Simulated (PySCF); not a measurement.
Spin-rotation constants: SMILES N#Cc1cpcc(Br)n1, C5H2BrN2P

Molfile (atoms numbered from 1):
```
C5H2BrN2P
     RDKit          3D

 11 11  0  0  0  0  0  0  0  0999 V2000
   -3.2855   -1.1709   -0.6772 N   0  0  0  0  0  0  0  0  0  0  0  0
   -2.2318   -0.7807   -0.4598 C   0  0  0  0  0  0  0  0  0  0  0  0
   -0.9395   -0.2369   -0.1934 C   0  0  0  0  0  0  0  0  0  0  0  0
   -0.8133    1.1460   -0.1504 C   0  0  0  0  0  0  0  0  0  0  0  0
    0.6886    1.9635    0.1596 P   0  0  0  0  0  0  0  0  0  0  0  0
    1.7191    0.5794    0.3490 C   0  0  0  0  0  0  0  0  0  0  0  0
    1.2553   -0.7169    0.2403 C   0  0  0  0  0  0  0  0  0  0  0  0
    2.5074   -2.1506    0.4736 Br  0  0  0  0  0  0  0  0  0  0  0  0
    0.0367   -1.1176   -0.0087 N   0  0  0  0  0  0  0  0  0  0  0  0
   -1.6986    1.7449   -0.3197 H   0  0  0  0  0  0  0  0  0  0  0  0
    2.7669    0.7425    0.5607 H   0  0  0  0  0  0  0  0  0  0  0  0
  1  2  3  0
  2  3  1  0
  3  4  2  0
  4  5  1  0
  5  6  2  0
  6  7  1  0
  7  8  1  0
  7  9  2  0
  9  3  1  0
  4 10  1  0
  6 11  1  0
M  END
```

Computed, not measured: PySCF 2.14.0, GIAO HF/pcSseg-1 magnetisability, rotational g tensor and spin-rotation constants, non-relativistic, gas phase. Geometry: GFN2-xTB.

The calculation is non-relativistic, which matters for the atoms heavier than Zn.

(1) Give the nuclear spin-rotation constants along the inertial axes (H = +C I·J) beside the isotropic shieldings.

Results:

(1) Rotational constants 1.4792, 0.6163, 0.4350 GHz. A star marks the isotopologue with that one atom substituted, in its own axes.
```tsv
atom	isotope	Caa (kHz)	Cbb (kHz)	Ccc (kHz)	mean (kHz)	σ (ppm)
N1	14N	0.233	0.073	0.098	0.135	-53.8
P5	31P	4.609	1.625	0.447	2.227	43.0
Br8	79Br	0.703	1.299	1.213	1.072	1951.1
N9	14N	0.475	0.141	0.007	0.208	-104.2
H10	1H	0.204	-0.064	-0.051	0.030	22.9
H11	1H	0.046	-0.001	-0.048	-0.001	22.8
C2	13C*	0.347	0.105	0.199	0.217	71.3
C3	13C*	0.630	0.260	0.056	0.315	45.7
C4	13C*	0.901	0.226	0.036	0.388	28.8
C6	13C*	0.631	0.332	0.047	0.337	25.5
C7	13C*	0.791	0.215	0.081	0.363	25.4
```
For the geometry as given, no vibrational averaging.
